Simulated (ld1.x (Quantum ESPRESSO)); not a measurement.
Configuration tests for Al (Z = 13) (ultrasoft)

* Element: aluminium
* Generator: ld1.x (Quantum ESPRESSO) 7.5
* Type: ultrasoft
* Functional: PBE
* Relativity: fully relativistic
* Frozen core: [Ne]
* Valence charge: 3
* Reference configuration: 3s1.5 3p1.5
* Partial waves: 3s (bound): rcut 1.80, rcutus 2.40 bohr; 3s channel at 0.85 Ry: rcut 1.80, rcutus 2.40 bohr; 3p (bound): rcut 3.15, rcutus 3.40 bohr; 3p channel at 1.95 Ry: rcut 3.15, rcutus 3.40 bohr; 3d channel at -0.15 Ry: rcut 2.30, rcutus 2.75 bohr
* Local potential: all-electron potential smoothed inside 2.40 bohr (lloc = -1)
* Core correction: none
* Augmentation charge: PSQ, inside the norm-conserving radii

Open shells are filled in proportion to 2j + 1 (rel_dist='average').

Energies are relative to the spin-unpolarised reference configuration 3s1.5 3p1.5; without spin polarisation the order of configurations can differ from experiment.

(1) Give the all-electron excitation energy and the error of the potential for: 3s2 3p1; 3s2 3p0; 3s1 3p0; 3s1 3p2; 3s2 3p0.5; 3s0 3p3; 3s2 3p1.3.

Levels in the configuration 3s2 3p0:

```json
{"level": "3s j=1/2", "all-electron (eV)": "-14.810", "pseudo (eV)": "-14.853"}
```

## Answers

(1)

| valence configuration | charge | ΔE all-electron (eV) | error AE − PS (meV) |
| --- | --- | --- | --- |
| 3s2 3p1 | 0 | -2.546 | +3.9 |
| 3s2 3p0 | +1 | 3.215 | -2.8 |
| 3s1 3p0 | +2 | 22.441 | -29 |
| 3s1 3p2 | 0 | 2.593 | +4.2 |
| 3s2 3p0.5 | +0.5 | -0.460 | +3.9 |
| 3s0 3p3 | 0 | 7.905 | +40 |
| 3s2 3p1.3 | -0.3 | -3.121 | +3.0 |
